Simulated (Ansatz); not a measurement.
`[CH3][GeH2][S]S`. Charge 0, multiplicity 1.

Z-matrix (Å, degrees):
```
C
Ge 1 1.945
H 1 1.091 2 110.0
H 1 1.090 2 110.1 3 120.3
H 1 1.090 2 109.5 3 -119.4
S 2 2.242 1 109.9 3 178.8
H 2 1.538 1 111.5 3 59.2
H 2 1.541 1 112.2 3 -65.6
S 6 2.059 2 99.7 1 -61.6
H 9 1.347 6 98.5 2 91.5
```

(1) List the harmonic frequencies (cm⁻¹, unscaled) at PBE0-D4/def2-TZVP in Ansatz. (An estimate is asked.)

(2) Is this a minimum?

(3) Give the ideal-gas thermochemistry at 298.15 K and 1 bar (rigid rotor, harmonic oscillator; point group C1, symmetry number 1).

(4) And at 400, 500, 600, 800 and 1000 K?

## Answers

(1) Computed: 62, 118, 135, 172, 288, 386, 445, 527, 612, 614, 685, 834, 858, 865, 889, 1259, 1449, 1457, 2139, 2152, 2667, 3065, 3155, 3166.

(2) Yes, all 24 modes are real.

(3) Zero-point energy 167.5 kJ/mol; H(298) − E = 189.8 kJ/mol; entropy 366.3 J/(mol·K), of which translation 171.7, rotation 116.7, vibration 77.9; G(298) − E = 80.6 kJ/mol. Modes under 100 cm⁻¹ are hindered rotations or soft bends, so the harmonic entropy is rough.

(4) 
| T (K) | H − E (kJ/mol) | S (J/mol/K) | G − E (kJ/mol) |
| --- | --- | --- | --- |
| 400 | 202.2 | 402.0 | 41.4 |
| 500 | 216.0 | 432.7 | -0.4 |
| 600 | 231.0 | 460.1 | -45.1 |
| 800 | 264.0 | 507.4 | -142.0 |
| 1000 | 299.9 | 547.4 | -247.5 |
